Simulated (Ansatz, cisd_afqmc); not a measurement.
Species: SnHI, charge 0, singlet. SnHI (SMILES [SnH][I]).
B3LYP-D3(BJ)/def2-TZVP minimum from Ansatz (an electronic-structure program):
```
Sn
H 1 1.7831
I 1 2.7586 2 92.83
```
Charge 0, spin multiplicity 1.

Total energies in def2-SVP, 12 correlated electrons, 18 frozen orbitals. Radicals and triplets start from unrestricted determinants; spin-orbit coupling is neglected. Correlated methods leave the cores frozen (noble-gas shells, and filled d and f shells in the p block). Past Kr the def2 sets carry scalar-relativistic core potentials. AFQMC/CISD: phaseless, guided by CISD from CCSD amplitudes; bars are statistical, one sigma. Outlying blocks are dropped, and bars are widened where a walk drifts. Over all cases where full CI ran beside it in this data, AFQMC minus full CI had a median of +0.1 mEh and passed +0.4 mEh in a tenth of the cases. Spin-orbit terms, left out, reach several kcal/mol for Br and I, and more for heavier atoms.

| method | program | energy (Eh) | minus CCSDTQ (mEh) |
|---|---|---|---|
| HF | Ansatz | -510.61939 | 194.27 |
| MP2 | Ansatz | -510.78156 | 32.10 |
| CCSD | Ansatz | -510.80768 | 5.98 |
| CCSD(T) | Ansatz | -510.81249 | 1.18 |
| CCSDT(Q) | Ansatz | -510.81369 | -0.02 |
| CCSDTQ | Ansatz | -510.81366 | 0.00 |
| AFQMC/CISD | cisd_afqmc | -510.8136 ± 0.0002 | 0.1 ± 0.2 |

Rough core times of Ansatz's runs on a shared machine: CCSD(T) under 20 s, CCSDT(Q) under 20 s, CCSDTQ 7 min.
